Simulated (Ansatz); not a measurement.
Basis-set extrapolation for `S[SiH]1CN1` (PBE0-D4/def2-TZVP geometry, frozen core, Ansatz). Multiplicity 1, RHF reference.

```tsv
	def2-TZVPP	def2-QZVPP
HF	-781.746932	-781.772034
MP2 correlation	-0.674608	-0.725147
CCSD(T) correlation	-0.748149	not run
```

Energies in hartree. Use E(X) = E(∞) + A·exp(−7.88·√X) for Hartree–Fock and E(X) = E(∞) + B·X^(−2.97) for correlation, with X = 3 and 4, and add CCSD(T) minus MP2 of the smaller set to the MP2 limit.

Question: What is the CCSD(T) energy at the basis-set limit?

Answer: HF limit: -781.772034 + (-0.025102) × 0.13774 = -781.77549. MP2 limit: -0.725147 + (-0.050539) × 0.74074 = -0.76258. Higher-order term: -0.748149 − (-0.674608) = -0.07354. Total: -782.61161 hartree, 305.9 kJ/mol below CCSD(T)/def2-TZVPP.
